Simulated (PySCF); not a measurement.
H2O2Zn, SMILES [Zn]([OH])[OH] (connectivity only; charge and spin as stated), charge +1, multiplicity 2.

Geometry optimised at ωB97X-D3(BJ)/def2-TZVP. The geometry has at least one imaginary mode, so it is a saddle point at that level. The spin state was assumed, not searched. The isomer is the one that the SMILES or the coordinates give; other isomers of the formula were not compared. The values are those of a single conformer.

Computed with PySCF with ωB97X-D3(BJ)/def2-TZVP.

Frequencies are harmonic and unscaled.

```json
[
 {"mode": "1", "ν (cm⁻¹)": "155i", "IR (km/mol)": "8747.5", "moving atoms (share of kinetic energy)": "O 55 %, Zn 33 %, H 12 %"},
 {"mode": "2", "ν (cm⁻¹)": "118", "IR (km/mol)": "5.2", "moving atoms (share of kinetic energy)": "O 43 %, Zn 30 %, H 27 %"},
 {"mode": "3", "ν (cm⁻¹)": "139", "IR (km/mol)": "1.4", "moving atoms (share of kinetic energy)": "O 56 %, Zn 33 %, H 11 %"},
 {"mode": "4", "ν (cm⁻¹)": "483", "IR (km/mol)": "0.0", "moving atoms (share of kinetic energy)": "H 90 %, O 10 %"},
 {"mode": "5", "ν (cm⁻¹)": "577", "IR (km/mol)": "2.6", "moving atoms (share of kinetic energy)": "O 98 %"},
 {"mode": "6", "ν (cm⁻¹)": "663", "IR (km/mol)": "197.1", "moving atoms (share of kinetic energy)": "H 82 %, O 17 %"},
 {"mode": "7", "ν (cm⁻¹)": "703", "IR (km/mol)": "91.6", "moving atoms (share of kinetic energy)": "H 90 %, O 9 %"},
 {"mode": "8", "ν (cm⁻¹)": "3701", "IR (km/mol)": "10390.0", "moving atoms (share of kinetic energy)": "H 93 %"},
 {"mode": "9", "ν (cm⁻¹)": "3774", "IR (km/mol)": "145.4", "moving atoms (share of kinetic energy)": "H 94 %"}
]
```
